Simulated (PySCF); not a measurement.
C$_{2}$H$_{10}$BNSi, singlet, geometry from GFN2-xTB. Base run: PBE/6-31G run with PySCF.

Here is a job for PySCF.
```python
from pyscf import gto, scf, dft, solvent

mol = gto.M(
    atom='''
Si    1.74588698   -0.14303135    0.72007802
N     0.47985452   -0.31670950   -0.46146530
B    -0.87292474    0.05710007   -0.40744939
C    -1.82611909   -0.22083958   -1.64638911
C    -1.43283891    0.74389389    0.90708133
H     1.35965925   -0.80617414    1.96784467
H     2.91338690   -0.79499246    0.12081859
H     2.01447182    1.27774693    0.96331226
H     0.77283390   -0.75995722   -1.32054782
H    -2.71249657   -0.77567205   -1.34319217
H    -2.18614511    0.71629890   -2.06926417
H    -1.34885629   -0.77775448   -2.45109266
H    -0.76941196    1.52813323    1.26595729
H    -1.50438462    0.01177993    1.71054918
H    -2.42208517    1.17617046    0.77787308
''',
    basis='6-31g',
    verbose=3,
)

mf = dft.RKS(mol)
mf.xc = 'pbe'
mf.kernel()
mf.analyze()
```

Variants of this job, named by their change:

```tsv
change	ΔE vs base (kJ/mol)	dipole (D)	HOMO-LUMO gap (eV)
base	0.00	0.94	6.42
model = IEF-PCM; solvent = dimethylsulfoxide	-6.80	1.24	6.50
model = C-PCM; solvent = dimethylsulfoxide	-6.90	1.24	6.50
model = IEF-PCM; solvent = dimethylsulfoxide; vdw_scale = 1.4	-3.37	1.16	6.47
model = ddCOSMO; solvent = dimethylsulfoxide	___	1.23	6.51
model = COSMO; solvent = dimethylsulfoxide	-6.82	1.24	6.50
model = IEF-PCM; solvent = dimethylsulfoxide; lebedev_order = 41	-6.85	1.24	6.50
model = IEF-PCM; solvent = dimethylsulfoxide; vdw_scale = 1.1	-10.02	1.29	6.51
model = SS(V)PE; solvent = dimethylsulfoxide	-6.71	1.23	6.50
model = IEF-PCM; solvent = toluene	-3.06	1.07	6.46
model = IEF-PCM; solvent = dimethylsulfoxide; lebedev_order = 11	___	1.24	6.50
model = IEF-PCM; solvent = dimethylsulfoxide; r_probe = 0.5	___	___	6.47
```

Question: Fill in the missing entries.

Answer: 
- model = ddCOSMO; solvent = dimethylsulfoxide, ΔE vs base (kJ/mol): -4.79
- model = IEF-PCM; solvent = dimethylsulfoxide; lebedev_order = 11, ΔE vs base (kJ/mol): -6.30
- model = IEF-PCM; solvent = dimethylsulfoxide; r_probe = 0.5, ΔE vs base (kJ/mol): -2.13
- model = IEF-PCM; solvent = dimethylsulfoxide; r_probe = 0.5, dipole (D): 1.13

The base is the gas phase, so ΔE is the electrostatic part of solvation at a fixed geometry, without cavity and dispersion terms.
